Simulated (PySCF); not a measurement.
**Ni³⁺ (nickel, charge +3): UHF calculation**

Configuration: [Ar] 3d7, high-spin 4F determinant. Computed with PySCF 2.14 in aug-cc-pVDZ (7s6p4d2f, 59 functions), with the non-relativistic Hamiltonian (point nucleus).

- Total energy: -1504.815718 hartree
- One-electron energy: -2053.8918 hartree
- Hartree (Coulomb) energy: 610.0113 hartree
- Exchange energy: -60.9353 hartree
- Kinetic energy: 1505.59170 hartree
- ⟨S²⟩: 3.7530
- ⟨L²⟩: 12.022
- Sum of ⟨r⟩: 14.23 bohr
- Sum of ⟨r²⟩: 12.92 bohr²
- Density at the nucleus (Gaussians lack the cusp): 14800 bohr⁻³
- Spin density at the nucleus: 0.412 bohr⁻³
- Langevin diamagnetic susceptibility: -10.2 ×10⁻⁶ cm³/mol
- Time after the integrals: 0.34 s of wall time on 1 thread of Neoverse-V1 (shared host)

```csv
shell,electrons,mean orbital energy (eV),spread (eV),"rms radius, mean of both spins (bohr)"
1s α,1,-8355.9,0,0.0635
1s β,1,-8355.8,0,0.0635
2s α,1,-1073.6,0,0.268
2s β,1,-1070.1,0,0.268
2p α,3,-938.14,0,0.239
2p β,3,-934.72,0,0.239
3s α,1,-176.66,0,0.799
3s β,1,-168.32,0,0.799
3p α,3,-133.51,0,0.839
3p β,3,-123.45,0,0.839
3d α,5,-60.775,1.551,0.994
3d β,2,-56.697,0,0.994
```
